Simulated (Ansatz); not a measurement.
The same path of C₃H₇NO₂S (14 atoms, charge 0, multiplicity 1) was run twice with different band settings. The coordinate that changes most is the dihedral H10–C1–O2–C3.

Level of theory: RKS BLYP/def2-SVP in Ansatz.

Relaxed end points:

```xyz
14
Properties=species:S:1:pos:R:3
C 1.118 -1.614 0.681
O 0.826 -0.637 -0.335
C -0.386 0.037 -0.234
S -1.887 -1.118 -0.340
N -0.394 1.210 -1.107
C -0.461 2.023 0.126
O -0.560 0.832 0.958
H 0.390 -2.451 0.653
H 2.136 -1.987 0.464
H 1.096 -1.149 1.689
H -1.455 -1.746 -1.473
H 0.494 1.285 -1.621
H -1.374 2.652 0.213
H 0.443 2.635 0.356
```

```xyz
14
Properties=species:S:1:pos:R:3
C 0.992 -1.723 0.607
O 0.644 -0.778 -0.422
C -0.417 0.082 -0.160
S -2.056 -0.830 0.121
N -0.432 1.183 -1.122
C -0.136 2.073 0.022
O -0.237 0.967 0.964
H 1.881 -2.266 0.238
H 1.240 -1.196 1.552
H 0.160 -2.432 0.797
H -1.950 -1.584 -1.012
H 0.339 1.084 -1.795
H -0.914 2.843 0.218
H 0.873 2.547 0.021
```

Common settings: climbing image yes; spring 5.0 eV/Å²; optimiser quadratic models (default); start path IDPP; force threshold 0.03 eV/Å; end points relaxed.

| run | movable images | iteration limit |
| --- | --- | --- |
| 1 | 9 | 43 |
| 2 | 3 | 60 |

Question: What does each run give, and how far can it be trusted?

Answer: Run 1: converged after 6 iterations, highest image 0.071 eV above the first end. A vibrational analysis at the climbing image gives one clearly imaginary mode, 178i cm⁻¹: a first-order saddle point.
Run 2: converged after 6 iterations, highest image 0.071 eV above the first end. Another band between the same ends (9 images) ends at a top of the same energy, where a vibrational analysis finds 1 clearly imaginary mode. So few images can step over the top or miss a turn of the path.
